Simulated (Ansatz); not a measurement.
One change: `[OH][Ga]([F])[CH2]Br` becomes `C[S][Ga]([OH])[F]`.

Ansatz, PBE0-D4/def2-TZVP geometries, multiplicity 1. Each molecule was computed in one conformer, which needn't be the lowest.

Scalar relativity is left out up to krypton. Spin–orbit coupling is left out; it splits and shifts lone-pair levels of the heavy atoms by tenths of an eV.

```
                                          property  `[OH][Ga]([F])[CH2]Br`
           HOMO–LUMO gap (ωB97M-V/def2-TZVPP) / eV                   11.07
             LUMO energy (ωB97M-V/def2-TZVPP) / eV                    0.72
                LUMO energy (PBE0/def2-TZVPP) / eV                   -1.12
             HOMO–LUMO gap (B3LYP/def2-TZVPP) / eV                    6.46
size of the dipole moment (ωB97M-V/def2-TZVPP) / D                    2.52
               LUMO energy (B3LYP/def2-TZVPP) / eV                   -1.46
```

Problem. Give the same properties after the change, and the shifts. (Best estimate.)

Solution. Ansatz gave: 
| property | `C[S][Ga]([OH])[F]` | shift |
| --- | --- | --- |
| HOMO–LUMO gap (ωB97M-V/def2-TZVPP) / eV | 10.50 | -0.57 |
| LUMO energy (ωB97M-V/def2-TZVPP) / eV | 0.79 | 0.07 |
| LUMO energy (PBE0/def2-TZVPP) / eV | -1.03 | 0.09 |
| HOMO–LUMO gap (B3LYP/def2-TZVPP) / eV | 5.91 | -0.55 |
| size of the dipole moment (ωB97M-V/def2-TZVPP) / D | 2.13 | -0.39 |
| LUMO energy (B3LYP/def2-TZVPP) / eV | -1.38 | 0.08 |

With PBE0 the HOMO rises by 0.62 eV and the LUMO rises by 0.09 eV, so the gap narrows by about 0.53 eV. PBE moves the HOMO by 0.58 eV and ωB97M-V by 0.64 eV. The zero-point energy changes by 30.8 kJ/mol with +3 modes. Dipoles are sizes alone; their direction can turn.

Positive LUMOs are unbound, so they and the gaps depend on the basis.

B3LYP here is the variant with VWN-RPA as its local correlation; programs differ in this.
